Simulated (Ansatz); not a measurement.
C2H6OSSi can be A, `[SiH3]SC1CO1`, or B, `CC(=S)[SiH2]O`.

Calculated with Ansatz (gas phase, PBE0-D4/def2-TZVP geometries, no zero-point term in ΔE). CBS: MP2 limit from def2 TZ/QZ plus the TZ coupled-cluster correction, frozen cores. DFT in def2-TZVPP. B3LYP here is the variant with VWN-RPA as its local correlation; programs differ in this. Each species was taken in one conformer, which may not be the lowest.

Question: Which isomer does CCSD(T)/CBS put lower? Give the gap. (Best estimate.)

Answer: Computed: B, by 184.4 kJ/mol.

Question: Give E(B) − E(A) in kJ/mol with r2SCAN-D4, PBE0-D4, MP2/def2-TZVPP, B3LYP, PBE-D4, ωB97M-V, B2PLYP. (Best estimate.)

Answer: The calculation gave: r2SCAN-D4 -169.0, PBE0-D4 -158.3, MP2/def2-TZVPP -182.0, B3LYP -178.8, PBE-D4 -158.2, ωB97M-V -172.3, B2PLYP -183.1. None reverses the order clearly.

Largest T1 diagnostic: 0.015.
